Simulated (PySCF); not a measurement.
First SCF of a structure search on doublet H₂IrS, at a hand-made trigonal pyramidal geometry. PySCF input:

```python
from pyscf import gto, scf, dft
mol = gto.M(atom='''
Ir     0.000000     0.000000     0.000000
S     -0.922700    -1.598100     0.981200
H      1.359700     0.000000     0.723000
H     -0.679900     1.177600     0.723000''',
    basis={'Ir': 'def2-TZVP', 'S': 'def2-TZVP', 'H': 'def2-TZVP'},
    ecp={'Ir': 'def2-TZVP'},
    charge=0, spin=1)
mf = dft.UKS(mol, xc='PBE0')
mf.grids.atom_grid = (50, 194)
aux = {'Ir': 'def2-universal-JKFIT', 'S': 'def2-universal-JKFIT', 'H': 'def2-universal-JKFIT'}
mf = mf.density_fit(auxbasis=aux)
mf.conv_tol = 1e-08
mf.diis_space = 10
mf.max_cycle = 60
mf.init_guess = 'minao'
mf.verbose = 4
mf.kernel()
```

Excerpt of the output (cycles alone):

```
init E= -486.573811267067
cycle= 1 E= -503.31352823872  delta_E= -16.7  |g|= 0.745  |ddm|= 5.96
cycle= 2 E= -501.673107547543  delta_E= 1.64  |g|= 1.95  |ddm|= 2.01
cycle= 3 E= -503.56819262136  delta_E= -1.9  |g|= 0.186  |ddm|=  1.6
cycle= 4 E= -503.563781040636  delta_E= 0.00441  |g|= 0.206  |ddm|= 0.286
cycle= 5 E= -503.584999442418  delta_E= -0.0212  |g|= 0.0284  |ddm|= 0.157
cycle= 6 E= -503.585264821729  delta_E= -0.000265  |g|= 0.0136  |ddm|= 0.0219
cycle= 7 E= -503.585372420609  delta_E= -0.000108  |g|= 0.00261  |ddm|= 0.0135
cycle= 8 E= -503.58537990689  delta_E= -7.49e-06  |g|= 0.000931  |ddm|= 0.00462
cycle= 9 E= -503.585381923213  delta_E= -2.02e-06  |g|= 0.000366  |ddm|= 0.00297
cycle= 10 E= -503.58538233789  delta_E= -4.15e-07  |g|= 0.00011  |ddm|= 0.00167
cycle= 11 E= -503.585382370826  delta_E= -3.29e-08  |g|= 8.05e-05  |ddm|= 0.000406
cycle= 12 E= -503.58538237906  delta_E= -8.23e-09  |g|= 4.15e-05  |ddm|= 0.000155
Extra cycle  E= -503.585382376082  delta_E= 2.98e-09  |g|= 0.000105  |ddm|= 0.000118
converged SCF energy = -503.585382376082  <S^2> = 0.75927627  2S+1 = 2.0092549
```

No lower solution of this spin was found from smeared starts or by a stability analysis within the unrestricted form.

Open d and f shells are described by one determinant, and the ground state may have another occupation or spin. No spin–orbit coupling is included, which matters more the heavier the element.

The search for the lowest solution, 3 starts and the stability check together, took 41 s on 2 threads of a shared AMD EPYC (Zen 3) host, with 89 basis functions; the process peaked at 0.44 GiB. Launch command: `OMP_NUM_THREADS=2 python axn.py task.json out`.
